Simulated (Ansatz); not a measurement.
Ansatz results at the PBE0-D4/def2-TZVP geometry: LUMO energy (PBE/def2-TZVPP) -2.56 eV; HOMO energy (ωB97M-V/def2-TZVPP) -9.01 eV; HOMO–LUMO gap (PBE0/def2-TZVPP) 4.94 eV.

Each molecule was computed in one conformer, which needn't be the lowest.

Question: Which molecule gave them?
A. `N[CH2][GaH][SiH3]`
B. `C#[C][ZnH]`
C. `C#CC[CH2][GeH3]`
D. `COC(N)O`

Answer: A. The others give `COC(N)O`: 0.39, -10.13, 8.93; `C#CC[CH2][GeH3]`: -0.33, -9.98, 8.25; `C#[C][ZnH]`: -1.69, -10.29, 7.13.
